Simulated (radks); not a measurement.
The mean radii <r> (bohr) of the occupied orbitals of an atom or ion are listed with their occupations. All-electron calculation, scalar-relativistic Kohn-Sham, LDA (Slater exchange, VWN5 correlation), spin-polarised, spherical densities, finite nucleus; Fermi nuclear charge, rms radius of each element as measured or else 0.836 A^(1/3) + 0.57 fm. Program: a radial shooting solver on a logarithmic mesh with Libxc functionals.

| orbital | occ. | <r> |
|---|---|---|
| 1s | 2 | 0.03189 |
| 2s | 2 | 0.1385 |
| 2p | 6 | 0.1207 |
| 3s | 2 | 0.3789 |
| 3p | 6 | 0.3777 |
| 3d | 10 | 0.3552 |
| 4s | 2 | 0.8832 |
| 4p | 6 | 0.9345 |

Name the element and its charge. Open shells, if any, are filled with parallel spins first.

Answer. Z = 46, palladium, charge +10: Pd10+ in [Kr]. The 1s radius gives Z: for a bare nucleus <r> = (2 gamma + 1)/(2Z) with gamma = sqrt(1 - (Z/c)^2), 0.03135 bohr for Z = 46, and screening makes it slightly larger (0.03189 here). The occupations add up to 36, and the charge is Z minus that.
